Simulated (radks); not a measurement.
Question: All-electron atom: Eu61+ in 1s1.5 2s0.5 (fractional occupations, a model configuration). All-electron calculation, Dirac Kohn-Sham, PBE, spin-unpolarised, spherical densities, finite nucleus; Fermi nuclear charge, rms radius 5.1115 fm. Program: a radial shooting solver on a logarithmic mesh with Libxc functionals. Some entries of the table are withheld. Estimate them.

orbital,occ.,eigenvalue (eV),<r> (bohr),<r^2> (bohr^2)
1s1/2,1.5,(1),0.02214,0.0006673
2s1/2,0.5,-13939.82,0.08883,0.009328
2p1/2,0,-13844.77,0.07315,0.006552
2p3/2,0,-13066.87,0.07914,0.007547
3s1/2,0,-6058.364,0.2047,0.04789
3d3/2,0,-5785.434,0.1659,(2)
3d5/2,0,-5718.497,0.1689,(3)

Answer: 
(1) 1s1/2 eigenvalue (eV): -55933.63
(2) 3d3/2 <r^2> (bohr^2): 0.03159
(3) 3d5/2 <r^2> (bohr^2): 0.03263
